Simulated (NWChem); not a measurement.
C₂H₆OSi₂; SMILES C1=C[Si@@H]([SiH3])O1

```xyz
11

Si    -0.0232    -2.0160     0.2723
Si     0.1162     0.1246    -0.6673
C      1.1074     1.4106     0.2075
C     -0.1038     1.9082     0.5490
O     -1.1201     1.1702     0.0078
H      1.2130    -2.7872    -0.0684
H     -0.1304    -1.8887     1.7565
H     -1.2098    -2.7574    -0.2543
H      0.0589     0.1112    -2.1593
H      2.0982     1.7611     0.4841
H     -0.3940     2.7663     1.1697
```
Atoms are numbered in this order, from 1.

Computed with NWChem. Structure relaxed at the PBE0/def2-SVP level. Level M06-L/def2-SVP: energy and gradient on several grids; changes count from the extra-fine grid, which is no exact limit either.

```
grid     size of the energy change (μHa)  largest change of a gradient component (μHa/bohr)  time, medium = 1 (rough)
-------  -------------------------------  -------------------------------------------------  ------------------------
xcoarse                             4000                                               8000                   about 1
coarse                               200                                                900                   about 1
medium                                80                                                600                   about 1
fine                                < 10                                                200                   about 1
xfine                               < 10                                               < 30                         3
```
